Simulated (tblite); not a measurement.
C5H5F2S (doublet state).
Structure used (GFN2-xTB), in Å, numbered top down from 1:
```
atom  x, y, z in Å
F1     2.6011   -0.3384    0.7414
C2     1.7672    0.3933   -0.0597
C3     0.3673    0.4517    0.5680
C4    -0.3375   -0.8629    0.5435
C5    -1.4796   -0.8830   -0.2043
C6    -1.7931    0.3385   -0.7717
F7    -2.8479    0.5865   -1.5471
S8    -0.6719    1.6156   -0.3992
H9     2.1999    1.3948   -0.1482
H10    1.7388   -0.0982   -1.0370
H11    0.4680    0.8518    1.5835
H12    0.0836   -1.7004    1.0650
H13   -2.1002   -1.7488   -0.3519
```

Method: GFN2-xTB as coded in tblite; computed harmonic values from a numerical Hessian at the method's own geometry, unscaled. Against measured fundamentals such values can be off by several per cent, at times by over 20. One conformer, not necessarily the lowest. Open shells enter through the occupations alone, without spin polarisation, and single modes of such species can be off by tens of per cent.

Harmonic wavenumbers (cm⁻¹): 59.7, 92.9, 189.1, 235.6, 307.3, 335.5, 366.5, 452.2, 492.0, 635.7, 655.3, 696.7, 780.9, 845.5, 901.5, 1007.6, 1044.4, 1059.3, 1065.5, 1143.6, 1156.0, 1180.8, 1209.6, 1260.1, 1310.4, 1440.2, 1452.0, 1469.1, 2901.5, 2951.7, 2959.2, 3134.2, 3161.2.

A = 4045, B = 1053, C = 891.7 MHz; mass 135.008 u (most abundant isotopes); point group C1, symmetry number 1; spin multiplicity 2.

**Question.** What is the zero-point energy?

**Answer.** Half the sum of the wavenumbers: 18976 cm⁻¹ = 54.26 kcal/mol.

**Question.** What is S at 298.15 K and 1 bar for an ideal gas of classical rigid rotors and harmonic oscillators?

**Answer.** Translation 40.64, rotation 28.83, vibration 19.51, spin (R ln 2) 1.38: S = 90.4 cal/(mol K).

**Question.** And Cp and H(298.15 K) − H(0)?

**Answer.** Cp = 30.22 cal/(mol K), of which vibrations give 22.27 (their classical limit is 33 R = 65.6); H(298.15 K) − H(0) = 5.57 kcal/mol without the zero-point energy, 3.20 from vibrations.

**Question.** Blend soft modes into free rotors: weight 1/[1 + (100 cm⁻¹/ν̃)⁴] for the oscillator and the rest for a rotor with moment μB/(μ + B), μ = h/(8π²ν), B = 10⁻⁴⁴ kg m². What vibrational entropy results?

**Answer.** 18.17 cal/(mol K) in place of 19.51, which changes −T·S at 298.15 K by +0.40 kcal/mol.

**Question.** How do the functions run with temperature in this model?

**Answer.** 
| T (K) | S (cal/(mol K)) | Cp (cal/(mol K)) | H − H(0) (kcal/mol) | G − H(0) (kcal/mol) | ln q(vib) |
| --- | --- | --- | --- | --- | --- |
| 100 | 67.2 | 14.9 | 1.10 | -5.62 | 0.99 |
| 200 | 79.9 | 22.6 | 2.98 | -13.00 | 2.66 |
| 300 | 90.5 | 30.4 | 5.63 | -21.53 | 4.45 |
| 500 | 109.3 | 43.3 | 13.08 | -41.57 | 8.12 |
| 800 | 132.4 | 54.5 | 27.94 | -77.95 | 13.44 |
| 1000 | 145.0 | 59.0 | 39.31 | -105.73 | 16.71 |

q(vib) and H(0) count from the zero-point level.

Hindered rotation and anharmonicity are outside this model. Other conformers, if any are populated, would add a mixing term that is left out. The structure is chiral; the term R ln 2 for an equal mix with its mirror image is left out.
